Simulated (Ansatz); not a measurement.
Saddle point of AlH5O3, singlet (AlH₃O₃ ([OH][Al]([OH])[OH]) + H₂ → AlH₃O₂ ([OH][AlH][OH]) + H₂O (still joined by a long Al–O bond); bonds formed: Al1–H6, O2–H5; bonds broken: H5–H6; bonds weakened to dative contacts: Al1–O2), PBE0-D4/def2-TZVP structure:

```
9
angstrom
Al 0.0006 -0.0784 0.2350
O 0.7613 0.8759 -1.1384
O 1.0028 -0.4798 1.5365
O -1.1793 -1.0831 -0.4615
H 0.0335 1.5715 -0.4440
H -0.5484 1.5753 0.4610
H 0.4213 0.7278 -2.0272
H 1.1940 -1.3661 1.8330
H -1.6858 -1.7430 0.0054
```

Energies are electronic, without zero-point energy. Barriers and step energies count from the start structure reached by relaxing down the imaginary mode; all methods use the PBE0-D4 structures, on which another method's saddle can fall below an end. Program: Ansatz 0.2.0. Basis: def2-TZVPP, with def2-QZVPP for the basis limit. Cores are frozen in the correlated methods. B3LYP uses VWN-RPA correlation. Extrapolation: Hartree–Fock as exp(−7.88 √X), correlation as X^−2.97.

```csv
method,barrier (kcal/mol),step energy (kcal/mol)
SPW92,?,2.04
PBE-D4,19.51,6.47
BLYP-D4,23.41,8.99
r2SCAN-D4,?,7.16
B97M-V,21.55,3.58
PBE0-D4,21.46,5.28
B3LYP-D4,?,7.62
r2SCAN0-D4,22.79,6.06
BHLYP-D4,26.75,6.16
CAM-B3LYP-D4,23.99,6.22
wB97X-V,24.38,5.94
wB97M-V,24.64,6.12
B2PLYP,25.16,7.60
PBE-QIDH,23.75,5.58
RPA on PBE,25.18,6.55
HF,33.55,5.92
MP2,25.72,8.07
CCSD,26.83,6.36
CCSD(T),25.62,6.56
```

(1) Fill in the withheld barriers. (To be estimated.)

No T1 diagnostic of these runs exceeds 0.013.

Answers

(1) Computed: r2SCAN-D4 21.24; SPW92 12.77; B3LYP-D4 24.41 kcal/mol. Each is the energy of the saddle less that of the start structure, by the same method.

For comparison, the barrier by CCSD(T) at an estimated basis limit (MP2 extrapolated from triple and quadruple zeta, plus CCSD(T) − MP2 in triple zeta) is 25.91 kcal/mol.

Labels in which every atom is bracketed show which atoms are joined, not bond orders.

For scale, one of the runs: CCSD(T)/def2-TZVPP, 205 basis functions, launched by `ansatz run in.yaml --threads 4 --pin off --events-out ev --progress --plain --max-ram 9574MiB`. Time: 54 s of wall clock on 4 CPU threads of an Arm Neoverse V1; the host was shared. Peak host memory: 2.7 GiB.
